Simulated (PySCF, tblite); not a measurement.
Isomers of C6H11N2P, one GFN2-xTB conformer each. Single-point energies are computed at PBE0/pcSseg-1 (PySCF, gas phase, no added dispersion term), electronic only.

Problem. Rank them by PBE0/pcSseg-1 energy, lowest first (kJ/mol).
A. `[CH3:1][N:2]([CH3:3])/[CH:4]=[P:5]/[CH2:6][CH2:7][C:8]#[N:9]` with C4–P5–C6–C7 -82°, P5–C6–C7–C8 -179°
B. `[CH3:1][CH2:2][CH2:3][n:4]1[cH:5][p:6][c:7]([CH3:8])[n:9]1` with C1–C2–C3–N4 -66°, C2–C3–N4–C5 100°
C. `CN(C)c1cn(C)cp1`
D. `[CH3:1][CH2:2][CH2:3][n:4]1[n:5][cH:6][p:7][c:8]1[CH3:9]` with C1–C2–C3–N4 64°, C2–C3–N4–N5 -95°
E. `[CH3:1][c:2]1[n:3][n:4]([CH:5]([CH3:6])[CH3:7])[cH:8][p:9]1` with N3–N4–C5–C6 -61°

Solution. E (0.0), B (8.2), D (14.3), C (49.3), A (113.3).

As drawn, the lowest has an aromatic ring and an N–N linkage, which the highest lacks; the highest has a C≡N group, which the lowest lacks. Neighbours under 10 kJ/mol apart (Cc1nn(C(C)C)cp1 and CCCn1cpc(C)n1; CCCn1cpc(C)n1 and CCCn1ncpc1C) can change places with a better method, another conformer or zero-point energy. GFN2-xTB itself gives, in the same order: 0.0, 8.6, 8.9, 8.8, 174.1. Both levels put the same isomer lowest; measured from each level's own lowest isomer, the values differ by up to 60.8 kJ/mol (CN(C)/C=P/CCC#N: 174.1 against 113.3).

Problem. Which frontier levels, dipoles and rotational constants go with these structures?

Solution. 
```tsv
SMILES	HOMO (eV, PBE0/pcSseg-1)	LUMO (eV)	dipole (D)	A, B, C (MHz)
Cc1nn(C(C)C)cp1	-6.56	-0.32	2.57	2513, 959.6, 819.5
CCCn1cpc(C)n1	-6.59	-0.38	2.53	2554, 906.6, 787.9
CCCn1ncpc1C	-6.62	-0.29	3.22	2314, 1075, 850.6
CN(C)c1cn(C)cp1	-5.23	0.09	3.33	2547, 1040, 752.0
CN(C)/C=P/CCC#N	-5.85	-0.86	6.52	3422, 529.3, 480.6
```

Problem. What happens when harmonic zero-point energies from GFN2-xTB frequencies are added?

Solution. 
| SMILES | ZPE (kJ/mol) | electronic (kJ/mol) | with ZPE (kJ/mol) |
| --- | --- | --- | --- |
| Cc1nn(C(C)C)cp1 | 430.8 | 0.0 | 0.0 |
| CCCn1cpc(C)n1 | 432.4 | 8.2 | 9.8 |
| CCCn1ncpc1C | 433.6 | 14.3 | 17.1 |
| CN(C)c1cn(C)cp1 | 427.4 | 49.3 | 46.0 |
| CN(C)/C=P/CCC#N | 421.5 | 113.3 | 104.0 |

The zero-point energies span 12.1 kJ/mol. The order is unchanged.

Problem. As an exercise, what shares would exp(−E/RT) give at 2000 K from these electronic energies alone (no entropy, no degeneracies)?

Solution. RT = 16.629 kJ/mol: Cc1nn(C(C)C)cp1 47.9 %, CCCn1cpc(C)n1 29.3 %, CCCn1ncpc1C 20.3 %, CN(C)c1cn(C)cp1 2.5 %, CN(C)/C=P/CCC#N 0.1 %.
